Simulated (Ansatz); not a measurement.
Consider the ligand exchange at the Si–N bond: `O[SiH](O)N[SiH3]` + `C[SiH2]N` → `C[SiH2]N[SiH](O)O` + `N[SiH3]`.

Calculated with Ansatz (gas phase, PBE0-D4/def2-TZVP geometries, no zero-point term in ΔE). CCSD(T)/CBS is the MP2 limit (def2-TZVPP, def2-QZVPP) plus CCSD(T) − MP2 in def2-TZVPP, frozen cores. This one scheme is used for every species. Functionals use def2-TZVPP. B3LYP here is the variant with VWN-RPA as its local correlation; programs differ in this. Each species was taken in one conformer, which may not be the lowest.

```csv
level,ΔE (kcal/mol)
B3LYP-D4,0.6
B2PLYP,0.6
PBE0,0.4
CCSD/def2-TZVPP,0.5
CCSD(T)/def2-TZVPP,0.5
MP2/def2-QZVPP,0.6
SCS-MP2/def2-QZVPP,0.6
CCSD/CBS(def2),0.5
```

Q: What does CCSD(T)/CBS give? (Best estimate.)

A: The calculation gave: +0.5 kcal/mol. The listed levels differ from it by 0.1, 0.1, -0.1, 0.0, 0.0, 0.1, 0.1, 0.0 kcal/mol.

Largest T1 diagnostic among the species: 0.011.

CCSD(T)/CBS has its own doubt, a few kJ/mol and more with outer-core shells, so smaller differences from it don't rank the levels.
